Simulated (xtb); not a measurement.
InCl3, SMILES [Cl][In]([Cl])[Cl]. All values are semi-empirical tight-binding results from xtb (GFN2-xTB unless named), good for trends rather than for accurate numbers. The structure is a stationary point at GFN2-xTB. The isomer is the one that the SMILES or the coordinates give; other isomers of the formula were not compared.

Optimised geometry:

Bonded distances (Å): In1–Cl2 2.296, In1–Cl3 2.296, In1–Cl4 2.296. Bond angles (°): Cl2–In1–Cl3 120.0, Cl2–In1–Cl4 120.0, Cl3–In1–Cl4 120.0.

For metal compounds this method's bond lengths and energies can be far off.

```yaml
point_group_as_xtb_finds_it: D3h
orbital_gap: 3.10 eV
zero_point_energy: 1.6 kcal/mol
G − E(el) at 298.15 K (modified RRHO): -18.6 kcal/mol
```

Computed atomic charges and the Wiberg bond orders between heavy atoms:
charges (e) In1 0.21, Cl2 -0.07, Cl3 -0.07, Cl4 -0.07. Bond orders In1–Cl2 1.08, In1–Cl3 1.08, In1–Cl4 1.08.
